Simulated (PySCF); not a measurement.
Delta-SCF ions had no search for a lower state. Excitations are Tamm–Dancoff values on a coarser integration grid. The basis has no diffuse functions, so Rydberg states are missing or too high.

Cartesian coordinates (Å):
SMILES: O=CB
```xyz
6

B     -0.7853     0.0095    -0.0093
C      0.7803     0.0869    -0.0794
O      1.2974    -0.6816     0.7042
H     -1.3603     0.6772     0.7845
H     -1.3517    -0.7985    -0.6673
H      1.4116     0.7268    -0.7259
```
Charge 0, spin multiplicity 1.

Give the S1–T1 gap (TDA), HOMO, vertical ionisation energy (Delta-SCF), T1 excitation (TDA) and LUMO at the level M06-2X/def2-TZVP in PySCF.


```
Item                                       Value
--------------------------------------  --------
S1–T1 gap (TDA)                          0.53 eV
HOMO                                    -8.90 eV
vertical ionisation energy (Delta-SCF)  10.10 eV
T1 excitation (TDA)                      3.10 eV
LUMO                                    -1.13 eV
```
